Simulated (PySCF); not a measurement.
An unknown gives this computed stick spectrum. The calculation used PySCF, TDDFT CAM-B3LYP/def2-SVPD, vertical, gas phase, core orbitals frozen in the response. Geometries: GFN2-xTB, one conformer each.

```tsv
state	λ (nm)	f
S1	321.2	0.0002
S2	228.7	0.397
S3	190.0	0.0022
S4	186.0	0.0004
S5	175.2	0.0009
S6	170.0	0.029
S7	160.8	0.105
S8	160.3	0.022
```

**Question.** Which structure fits? All have the formula C4H6F2O2Si.
A. `O=C[C@@]1(F)CO[SiH2][C@H]1F`
B. `O=C[C@@H]1OC[C@@H](F)[Si@@H]1F`
C. `O=C/C(=C/O[SiH3])C(F)F`
D. `O=CO[C@@]1(F)[SiH2]C[C@@H]1F`

**Answer.** C. Its S1, at 3.86 eV, is the lowest among the candidates; the nearest of the others has S1 at 4.26 eV. S1 is HOMO→LUMO (91%). Löwdin shares by element: HOMO (one of a set within 0.03 eV) oxygen 62% or more, carbon 24% or more, hydrogen 8% or more; LUMO carbon 60% or more, oxygen 16% or more (atoms not listed hold the other 24%). At the same level the other candidates give, for their lowest levels:
- `O=C[C@@H]1OC[C@@H](F)[Si@@H]1F`: 286 nm (f 0.001); 202 nm (f 0.062); 192 nm (f 0.009); 177 nm (f 0.006); 171 nm (f 0.016); T1 3.75 eV; HOMO -9.25, LUMO -0.13 eV
- `O=C[C@@]1(F)CO[SiH2][C@H]1F`: 291 nm (f 0.000); 195 nm (f 0.009); 183 nm (f 0.028); 175 nm (f 0.026); 172 nm (f 0.008); T1 3.67 eV; HOMO -9.55, LUMO -0.39 eV
- `O=CO[C@@]1(F)[SiH2]C[C@@H]1F`: 216 nm (f 0.002); 184 nm (f 0.001); 175 nm (f 0.012); 169 nm (f 0.009); 164 nm (f 0.016); T1 5.27 eV; HOMO -9.41, LUMO 0.31 eV

The values belong to the conformer `[O:1]=[CH:2]/[C:3](=[CH:4]/[O:5][SiH3:6])[CH:7]([F:8])[F:9]`: O1–C2–C3–C4 0°, C3–C4–O5–Si6 180°, C2–C3–C7–F8 -59°.
Triplets come from the Tamm–Dancoff approximation.
